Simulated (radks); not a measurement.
Problem. Excited configurations of neutral lithium: one electron is placed in a higher orbital outside [He]. The ground configuration is [He] 2s1. Method: scalar-relativistic Kohn-Sham, PBE, spin-polarised, spherical densities, finite nucleus; open shells are filled with parallel spins first; Fermi nuclear charge, rms radius 2.444 fm; computed with a radial shooting solver on a logarithmic mesh with Libxc functionals. Excitation = E - E(ground); binding = E(ion) - E, where the ion is the core of charge +1; n* = 1/sqrt(2 binding) in atomic units, and the quantum defect is n - n*.

outer orbital  excitation (eV)  binding (eV)     n*  quantum defect  eigenvalue (eV)  <r> (bohr)
3p                       3.724         1.867  2.700           0.300           -1.083       10.77
4d                       4.582         1.009  3.673           0.327           -0.606       19.20
5d                       4.911         0.680  4.473           0.527           -0.443       30.95

Estimate the row for 4p.

Solution. excitation (eV) 4.489; binding (eV) 1.101; n* 3.515; quantum defect 0.485; eigenvalue (eV) -0.699; <r> (bohr) 19.42. The Delta-SCF ionisation energy is 5.591 eV (NIST Atomic Spectra Database: 5.392 eV, measured). Self-interaction in the functional shifts the binding energies and quantum defects, so they are the method's values and not measured ones.
